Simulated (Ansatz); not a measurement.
Si(CN)2H2 (C₂H₂N₂Si). Charge 0, multiplicity 1. Geometry r2SCAN-D4/def2-SVP.

```xyz
7

Si    0.211    0.423   -0.346
C    -0.808   -1.025   -0.881
N    -1.448   -1.931   -1.234
C     0.441    0.286    1.484
N     0.594    0.215    2.636
H    -0.524    1.673   -0.651
H     1.535    0.358   -1.009
```

B3LYP takes the VWN-RPA correlation.

Task: Estimate the orbital energies around the gap (eV) in Ansatz with HF/6-31G, PBE-D4/def2-TZVP, revPBE-D4/def2-TZVP, B3LYP-D4/6-31G, PBE0-D4/def2-TZVPD.

Result: 
```json
{"orbital": "HOMO−9", "HF/6-31G": "-24.03", "PBE-D4/def2-TZVP": "-16.52", "revPBE-D4/def2-TZVP": "-16.47", "B3LYP-D4/6-31G": "-18.36", "PBE0-D4/def2-TZVPD": "-18.62"}
{"orbital": "HOMO−8", "HF/6-31G": "-19.33", "PBE-D4/def2-TZVP": "-13.17", "revPBE-D4/def2-TZVP": "-13.13", "B3LYP-D4/6-31G": "-14.46", "PBE0-D4/def2-TZVPD": "-15.00"}
{"orbital": "HOMO−7", "HF/6-31G": "-17.26", "PBE-D4/def2-TZVP": "-11.51", "revPBE-D4/def2-TZVP": "-11.47", "B3LYP-D4/6-31G": "-12.85", "PBE0-D4/def2-TZVPD": "-13.15"}
{"orbital": "HOMO−6", "HF/6-31G": "-15.70", "PBE-D4/def2-TZVP": "-10.59", "revPBE-D4/def2-TZVP": "-10.54", "B3LYP-D4/6-31G": "-11.93", "PBE0-D4/def2-TZVPD": "-12.08"}
{"orbital": "HOMO−5", "HF/6-31G": "-15.56", "PBE-D4/def2-TZVP": "-9.54", "revPBE-D4/def2-TZVP": "-9.48", "B3LYP-D4/6-31G": "-10.59", "PBE0-D4/def2-TZVPD": "-11.25"}
{"orbital": "HOMO−4", "HF/6-31G": "-15.55", "PBE-D4/def2-TZVP": "-9.31", "revPBE-D4/def2-TZVP": "-9.25", "B3LYP-D4/6-31G": "-10.40", "PBE0-D4/def2-TZVPD": "-11.09"}
{"orbital": "HOMO−3", "HF/6-31G": "-13.74", "PBE-D4/def2-TZVP": "-9.26", "revPBE-D4/def2-TZVP": "-9.18", "B3LYP-D4/6-31G": "-10.25", "PBE0-D4/def2-TZVPD": "-10.65"}
{"orbital": "HOMO−2", "HF/6-31G": "-13.73", "PBE-D4/def2-TZVP": "-9.09", "revPBE-D4/def2-TZVP": "-9.03", "B3LYP-D4/6-31G": "-10.12", "PBE0-D4/def2-TZVPD": "-10.62"}
{"orbital": "HOMO−1", "HF/6-31G": "-13.51", "PBE-D4/def2-TZVP": "-8.99", "revPBE-D4/def2-TZVP": "-8.92", "B3LYP-D4/6-31G": "-10.00", "PBE0-D4/def2-TZVPD": "-10.44"}
{"orbital": "HOMO", "HF/6-31G": "-13.23", "PBE-D4/def2-TZVP": "-8.93", "revPBE-D4/def2-TZVP": "-8.87", "B3LYP-D4/6-31G": "-9.90", "PBE0-D4/def2-TZVPD": "-10.27"}
{"orbital": "LUMO", "HF/6-31G": "2.46", "PBE-D4/def2-TZVP": "-2.70", "revPBE-D4/def2-TZVP": "-2.61", "B3LYP-D4/6-31G": "-1.28", "PBE0-D4/def2-TZVPD": "-1.77"}
{"orbital": "LUMO+1", "HF/6-31G": "2.54", "PBE-D4/def2-TZVP": "-2.61", "revPBE-D4/def2-TZVP": "-2.52", "B3LYP-D4/6-31G": "-1.21", "PBE0-D4/def2-TZVPD": "-1.70"}
{"orbital": "LUMO+2", "HF/6-31G": "2.58", "PBE-D4/def2-TZVP": "-2.15", "revPBE-D4/def2-TZVP": "-2.05", "B3LYP-D4/6-31G": "-0.89", "PBE0-D4/def2-TZVPD": "-1.25"}
{"orbital": "LUMO+3", "HF/6-31G": "4.71", "PBE-D4/def2-TZVP": "-1.60", "revPBE-D4/def2-TZVP": "-1.51", "B3LYP-D4/6-31G": "0.14", "PBE0-D4/def2-TZVPD": "-0.58"}
{"orbital": "LUMO+4", "HF/6-31G": "5.15", "PBE-D4/def2-TZVP": "-0.27", "revPBE-D4/def2-TZVP": "-0.17", "B3LYP-D4/6-31G": "1.29", "PBE0-D4/def2-TZVPD": "-0.26"}
{"orbital": "LUMO+5", "HF/6-31G": "5.23", "PBE-D4/def2-TZVP": "-0.22", "revPBE-D4/def2-TZVP": "-0.13", "B3LYP-D4/6-31G": "1.86", "PBE0-D4/def2-TZVPD": "0.30"}
```
